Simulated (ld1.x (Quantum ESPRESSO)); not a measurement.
# PBE TM semilocal dataset for Ir, scalar-relativistic all-electron reference.

- Element: Ir
- Generator: ld1.x (Quantum ESPRESSO) 7.5
- Type: norm-conserving Troullier–Martins (semilocal form)
- Functional: PBE
- Relativity: scalar-relativistic
- Frozen core: [Kr] 4d10 4f14
- Valence charge: 17
- Reference configuration: 5s2 5p6 5d7 6s0 6p0 (charge +2)
- Partial waves: 5s (bound): rc 1.45 bohr; 5d (bound): rc 2.05 bohr; 5f channel at 0.25 Ry: rc 1.90 bohr; 5p (bound): rc 1.75 bohr
- Local potential: the p channel
- Core correction: a·sin(br)/r model core inside 0.70 bohr

All-electron outer shells of the reference configuration (PBE, scalar-relativistic, ld1.x):

```json
{"shell": "5s", "level (eV)": "-115.67", "outermost node (bohr)": "0.50", "outermost maximum (bohr)": "0.89"}
{"shell": "4f", "level (eV)": "-79.85", "outermost node (bohr)": "–", "outermost maximum (bohr)": "0.39"}
{"shell": "5p", "level (eV)": "-72.42", "outermost node (bohr)": "0.54", "outermost maximum (bohr)": "1.01"}
{"shell": "5d", "level (eV)": "-24.41", "outermost node (bohr)": "0.59", "outermost maximum (bohr)": "1.29"}
{"shell": "6s", "level (eV)": "-21.48", "outermost node (bohr)": "1.16", "outermost maximum (bohr)": "2.27"}
{"shell": "6p", "level (eV)": "-14.06", "outermost node (bohr)": "1.37", "outermost maximum (bohr)": "2.84"}
```

Results:

| Item | Value |
| --- | --- |
| Cutoffs needed | 70 Ry and 100 Ry (the cutoffs (Ry, on a coarse ladder) from which the occupation-weighted sum of valence levels, in a spherical-Bessel basis at the reference potential, stays within 10 and 1 mRy of its value at 400 Ry) |
| Ghost test | no extra level below or beside the all-electron valence levels (s, d, f, p tested); the semilocal form is local in each channel, so this says nothing of the separable form that plane-wave codes build from it (spherical-Bessel basis up to 400 Ry, 20 bohr box) |
| Largest excitation error | +4433 meV (all-electron minus pseudo) for 5s2 5p5 5d7 6s2 6p0, out of 7 test configurations |

Generation and tests took about 2 s on one core of a shared server CPU.
